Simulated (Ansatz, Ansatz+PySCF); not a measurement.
```xyz
3

C     0.0000    0.0000   -1.3619
C     0.0000    0.0000    0.0000
C     0.0000    0.0000    1.3619
```

Basis set: def2-SVP (spherical functions). Left uncorrelated: 3 orbitals. Charge 0, multiplicity 1.

Computed with Ansatz (development build ahead of 0.2.0); each method stands on the lowest determinant of its kind that the runs found. Restricted open shells among the atoms or ions are ROHF, correlated in semicanonical orbitals with singles.

The atomization energy at this shape (free ground-state atoms in the same class of orbitals less the molecule, no zero-point energy) of singlet C₃:

```csv
method,atomization energy
UHF-CCSDT(Q),13.18 eV
RHF-CCSD(T),13.08 eV
UHF-CCSD(T),12.95 eV
RHF-MP2,13.54 eV
UHF-MP2,12.73 eV
UHF,8.47 eV
```

(1) What does RHF give?

Results:

(1) 8.65 eV. Caution: the shape is not the minimum. Caution for UHF-CCSDT(Q), UHF-CCSD(T), UHF-MP2, UHF: the determinant may break the point group; the unrestricted determinant is spin contaminated. Caution for RHF-CCSD(T), UHF-CCSD(T): the program doubts this total. Caution for UHF-CCSD(T), UHF-MP2: another reference gives a lower total.
